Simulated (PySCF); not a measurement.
**`Cc1pcc(F)cp1`, C5H5FP2**

Molfile (atoms numbered from 1):
```
C5H5FP2
     RDKit          3D

 13 13  0  0  0  0  0  0  0  0999 V2000
    2.4858   -0.1409    0.0740 C   0  0  0  0  0  0  0  0  0  0  0  0
    0.9795   -0.0464    0.0501 C   0  0  0  0  0  0  0  0  0  0  0  0
    0.3432    1.4471   -0.5824 P   0  0  0  0  0  0  0  0  0  0  0  0
   -1.3710    1.2230   -0.5228 C   0  0  0  0  0  0  0  0  0  0  0  0
   -2.0490    0.1139   -0.0688 C   0  0  0  0  0  0  0  0  0  0  0  0
   -3.4047    0.1847   -0.1246 F   0  0  0  0  0  0  0  0  0  0  0  0
   -1.5296   -1.0555    0.4396 C   0  0  0  0  0  0  0  0  0  0  0  0
    0.1414   -1.4543    0.6427 P   0  0  0  0  0  0  0  0  0  0  0  0
    2.9398    0.8423    0.1900 H   0  0  0  0  0  0  0  0  0  0  0  0
    2.8269   -0.7891    0.8801 H   0  0  0  0  0  0  0  0  0  0  0  0
    2.8484   -0.5634   -0.8645 H   0  0  0  0  0  0  0  0  0  0  0  0
   -1.9732    2.0490   -0.8798 H   0  0  0  0  0  0  0  0  0  0  0  0
   -2.2419   -1.8101    0.7487 H   0  0  0  0  0  0  0  0  0  0  0  0
  1  2  1  0
  2  3  2  0
  3  4  1  0
  4  5  2  0
  5  6  1  0
  5  7  1  0
  7  8  2  0
  8  2  1  0
  1  9  1  0
  1 10  1  0
  1 11  1  0
  4 12  1  0
  7 13  1  0
M  END
```

Method: PySCF 2.14.0, TDDFT B3LYP/def2-SVPD excited states, vertical, gas phase. Geometry: GFN2-xTB.

Problem. Give the one- and two-photon strengths of the lowest singlets.

Solution. δ for parallel linear polarisation; σ at the peak of a Lorentzian of half width 0.1 eV, single beam; Ω is circular over linear.
```tsv
state	E (eV)	f	photon λ (nm)	δ (au)	σ (GM)	Ω	main
S1	3.87	0.014	641	2.01	0.01	1.50	HOMO−1→LUMO 0.96
S2	3.98	0.009	623	17.1	0.10	1.50	HOMO→LUMO 0.72, HOMO−2→LUMO+1 0.26
S3	4.30	0.000	576	0.42	0.00	1.50	HOMO−1→LUMO+1 0.94
S4	4.63	0.010	535	15.8	0.12	0.34	HOMO−2→LUMO 0.63, HOMO→LUMO+1 0.33
S5	5.16	0.279	480	0.99	0.01	0.67	HOMO→LUMO+1 0.63, HOMO−2→LUMO 0.29
```

Among these, the strongest one-photon state is S5, the strongest two-photon state S4, with a dipole change of 0.4 D (relaxed, norm of the difference vector).
